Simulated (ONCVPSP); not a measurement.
**An all-electron radial function and its pseudo partner (chromium)**

Columns: radius, all-electron u(r) and pseudo u(r) of the 3d shell (level -3.62 eV) of chromium in the configuration [Ne] 3s2 3p6 3d5 4s0.5 4p0.5; PBE, scalar-relativistic, ONCV scheme, ONCVPSP 4.0.1.

```csv
r (bohr),all-electron,pseudo
0.100,0.0454,0.0041
0.200,0.1933,0.0311
0.300,0.3733,0.0973
0.400,0.5337,0.2076
0.500,0.6557,0.3540
0.600,0.7383,0.5181
0.700,0.7853,0.6760
0.800,0.8043,0.8053
0.900,0.8030,0.8902
1.000,0.7878,0.9250
1.100,0.7639,0.9140
1.200,0.7346,0.8686
1.300,0.7026,0.8037
1.400,0.6693,0.7334
1.500,0.6360,0.6684
1.600,0.6033,0.6147
1.700,0.5716,0.5734
1.800,0.5412,0.5412
1.900,0.5123,0.5123
2.000,0.4848,0.4848
2.100,0.4589,0.4589
2.200,0.4343,0.4343
2.300,0.4112,0.4112
2.400,0.3894,0.3894
2.500,0.3689,0.3689
2.600,0.3495,0.3495
```

**Question.** How many radial nodes do the two functions have?

**Answer.** The all-electron 3d function has n − l − 1 = 0; the pseudo-wave has 0.

**Question.** At about which radius was the pseudo-wave matched?

**Answer.** 1.80 bohr, where the columns begin to agree (steps of 0.10 bohr).

**Question.** Where does each function peak?

**Answer.** Outermost all-electron maximum near 0.80 bohr, pseudo maximum near 1.00 bohr (to the table’s step).

**Question.** Is the pseudo-wave norm-conserving?

**Answer.** Yes: the ONCV scheme keeps the norm inside the radius equal to the all-electron one, which fixes the energy derivative of the logarithmic derivative at the level.
